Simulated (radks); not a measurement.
Problem. The mean radii <r> (bohr) of the occupied orbitals of an atom or ion are listed with their occupations. Calculated with a radial shooting solver on a logarithmic mesh with Libxc functionals: scalar-relativistic Kohn-Sham, PBE, spin-polarised, spherical densities, finite nucleus; Fermi nuclear charge, rms radius of each element as measured or else 0.836 A^(1/3) + 0.57 fm.

| orbital | occ. | <r> |
|---|---|---|
| 1s up | 1 | 0.09688 |
| 1s down | 1 | 0.09687 |
| 2s up | 1 | 0.4786 |
| 2s down | 1 | 0.4784 |
| 2p up | 3 | 0.4418 |
| 2p down | 3 | 0.4417 |
| 3s up | 1 | 1.574 |
| 3s down | 1 | 1.580 |
| 3p up | 2 | 1.754 |

Name the element and its charge. Open shells, if any, are filled with parallel spins first.

Solution. Z = 16, sulfur, charge +2: S2+ in [Ne] 3s2 3p2. The 1s radius gives Z: for a bare nucleus <r> = (2 gamma + 1)/(2Z) with gamma = sqrt(1 - (Z/c)^2), 0.09332 bohr for Z = 16, and screening makes it slightly larger (0.09688 here). The occupations add up to 14, and the charge is Z minus that.
